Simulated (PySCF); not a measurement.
SMILES O(/C=C\[SiH3])[SiH3] (GFN2-xTB optimised geometry):

```
13

Si     1.917     0.630    -0.009
C      0.980    -0.998     0.000
C     -0.346    -0.998     0.000
O     -1.031     0.163     0.000
Si    -2.618     0.504    -0.086
H      1.590     1.411     1.186
H      1.582     1.399    -1.211
H      3.349     0.314    -0.013
H      1.489    -1.948     0.005
H     -0.950    -1.901     0.004
H     -2.558     1.948     0.054
H     -3.171     0.052    -1.365
H     -3.349    -0.164     0.995
```

Calculation: PySCF with PBE/def2-TZVP.

What are the frontier orbital energies and the dipole moment?

HOMO-2 -8.03 eV, HOMO-1 -7.57 eV, HOMO -5.92 eV, LUMO -1.15 eV, LUMO+1 -0.92 eV; dipole moment 1.77 D.

Meta-Löwdin charges at PBE/def2-TZVP: Si1 0.43, C2 -0.42, C3 0.10, O4 -0.53, Si5 0.71, H6 -0.08, H7 -0.08, H8 -0.09, H9 0.14, H10 0.11, H11 -0.08, H12 -0.10, H13 -0.11.
